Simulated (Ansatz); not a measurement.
`C=CN[SiH2]C` + `N#CCCO` → `COCCC#N` + `C=CN[SiH3]`  (substitution at a C–Si bond)

Isolated molecules relaxed with PBE0-D4/def2-TZVP in Ansatz; ΔE leaves out vibrations. CCSD(T)/CBS adds triple-zeta CCSD(T) − MP2 to the extrapolated MP2 energy (def2 sets, frozen cores). This one scheme is used for every species. DFT in def2-TZVPP. B3LYP here is the variant with VWN-RPA as its local correlation; programs differ in this. One conformer a species, not always the lowest.

`C=CN[SiH2]C`:

Cartesian coordinates in Å:
```
C -1.319 2.447 0.783
C -1.207 1.191 0.349
N -0.035 0.510 0.086
Si 0.090 -1.019 -0.721
C 1.640 -1.881 -0.154
H -2.294 2.868 0.980
H -0.452 3.075 0.955
H -2.103 0.597 0.186
H 0.801 1.056 0.238
H 0.128 -0.886 -2.207
H -1.144 -1.772 -0.369
H 1.618 -2.064 0.922
H 2.527 -1.284 -0.383
H 1.750 -2.840 -0.666
```

`N#CCCO`:

Cartesian coordinates in Å:
```
N 2.794 0.553 0.348
C 1.741 0.095 0.381
C 0.395 -0.450 0.394
C -0.543 0.328 -0.534
O -1.825 -0.242 -0.559
H 0.019 -0.424 1.422
H 0.426 -1.498 0.085
H -0.565 1.383 -0.238
H -0.161 0.281 -1.555
H -2.281 -0.026 0.258
```

`COCCC#N`:

```xyz
13

C     0.398   -0.931    1.495
O     0.362    0.421    1.120
C     0.700    0.659   -0.212
C    -0.353    0.186   -1.219
C    -1.651    0.804   -1.007
N    -2.676    1.297   -0.841
H    -0.402   -1.517    1.025
H     1.365   -1.389    1.244
H     0.259   -0.967    2.575
H     0.831    1.738   -0.306
H     1.653    0.173   -0.467
H    -0.473   -0.900   -1.177
H    -0.011    0.427   -2.229
```

`C=CN[SiH3]`:

Cartesian coordinates in Å:
```
C -1.082 0.108 -1.872
C -0.628 0.336 -0.640
N 0.213 -0.480 0.093
Si 0.966 -0.060 1.590
H -0.801 -0.776 -2.434
H -1.757 0.809 -2.340
H -0.934 1.237 -0.114
H 0.494 -1.325 -0.381
H 1.432 -1.326 2.207
H 2.133 0.855 1.440
H -0.036 0.621 2.450
```

**Question.** Is it downhill or uphill in electronic energy at CCSD(T)/CBS, and by how much? (Estimate.)

**Answer.** The calculation gave: Uphill: ΔE = +92.4 kJ/mol.

**Question.** What do these levels give: B3LYP-D4, ωB97X-V, r2SCAN, CCSD/def2-TZVPP, HF/CBS(def2), MP2/CBS(def2)? (An estimate is asked.)

**Answer.** Computed: B3LYP-D4 85.1, ωB97X-V 85.6, r2SCAN 92.1, CCSD/def2-TZVPP 88.1, HF/CBS(def2) 81.2, MP2/CBS(def2) 97.6 kJ/mol.

Largest T1 diagnostic among the species: 0.012.

In def2-TZVPP, CCSD(T) changes the Hartree–Fock value by +6.9 kJ/mol (the triples alone add −0.0 kJ/mol) and MP2 by +12.1 kJ/mol.
